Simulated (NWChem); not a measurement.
A series in which one site is exchanged, each optimised at PBE0/def2-SVP with NWChem, gas phase unless a solvent is named. All stand in one matching conformer (torsions within 35°), which need not be the lowest. This build's default masses of Se (78.918 u) and Br (79.917 u) are each other's, which moves their modes by up to 0.6 %. Shieldings are non-relativistic GIAO values without spin-orbit effects.

A: [OH][GeH]([Cl])[Cl] (GeH2OCl2; site = H)
B: [OH][Ge]([Cl])([Cl])[Cl] (GeHOCl3; site = Cl)
C: [Cl][Ge]([Br])([OH])[Cl] (GeHOBrCl₂; site = Br)
D: [OH][Ge]([F])([Cl])[Cl] (GeHOCl₂F; site = F)

| quantity | A | B | C | D |
|---|---|---|---|---|
| highest harmonic frequency (cm⁻¹), PBE0/def2-SVP | 3894 | 3885 | 3884 | 3884 |
| static polarisability, PBE/def2-SVPD (bohr³) | 64.3 | 77.2 | … | 62.1 |
| lowest singlet excitation, PBE/def2-SVPD, TDA (eV) | 5.88 | 5.25 | … | 5.63 |
| Ge absolute shielding, PBE/pcSseg-1 (ppm) | 1181.8 | 1156.2 | … | 1209.0 |

**Question.** What belongs in the gaps?

**Answer.** 
- static polarisability, PBE/def2-SVPD (bohr³), C: 85.9
- lowest singlet excitation, PBE/def2-SVPD, TDA (eV), C: 4.77
- Ge absolute shielding, PBE/pcSseg-1 (ppm), C: 1137.1
